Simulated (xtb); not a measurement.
Spectroscopic constants of GaCu, closed-shell singlet (lowest of 2S+1 = 1, 3 at CCSD(T)/def2-TZVPP on PBE0 minima; our sources give no spin for the ground state, which may be another). No spin–orbit coupling. Cu is treated without relativity. Ga is treated without relativity.

The constants come from a fifth-degree fit in 1/R (seven points, main isotopes). In def2 and cc sets the state is the lowest found near the PBE0 minimum, followed along R. The singlet is held restricted.

Run with xtb for the GFN methods. 

Energies at GFN2-xTB:

```tsv
R (Å)	E (hartree)
2.249078	-4.99090668
2.309537	-4.99379894
2.365159	-4.99548604
2.428037	-4.99651775
2.490914	-4.99681582
2.563465	-4.99644824
2.648108	-4.99529020
```

With a reduced mass of 32.8956 u, find the minimum, the force constant and the constants.

A fifth-degree polynomial in 1/R puts the minimum at r_e = 2.4894 Å with force constant 63.9 N/m. Then ω_e = (1/2πc)√(k/μ) = 182 cm⁻¹ and B_e = h/(8π²cμr_e²) = 0.08269 cm⁻¹; the cubic and quartic terms give α_e = 0.00047 and ω_e x_e = 0.62 cm⁻¹.
